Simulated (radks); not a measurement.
Task: These are the eigenvalues of the occupied orbitals of an atom or ion with whole-number occupations (eV). Method: scalar-relativistic Kohn-Sham, LDA (Slater exchange, VWN5 correlation), spin-polarised, spherical densities, finite nucleus; Fermi nuclear charge, rms radius of each element as measured or else 0.836 A^(1/3) + 0.57 fm; computed with a radial shooting solver on a logarithmic mesh with Libxc functionals.

orbital  eigenvalue
1s up     -21257.88
1s down   -21257.83
2s up     -3383.750
2s down   -3381.919
2p up     -3074.851
2p down   -3073.430
3s up     -900.5313
3s down   -898.3345
3p up     -798.6463
3p down   -796.4362
3d up     -635.7274
3d down   -633.2345

Which element is it, and in what charge state? The configuration may be excited. Open shells, if any, are filled with parallel spins first.

Result: Z = 43, technetium, charge +16: Tc16+ in [Ar] 3d9. The list shows which subshells hold electrons but not how many an open one holds; the 1s level, -781.21 hartree, gives Z - s = 39.5 by -(Z - s)^2/2, which with screening and relativity narrows Z to a few neighbours, and the depths of the outer levels then fix element, charge and occupations together.
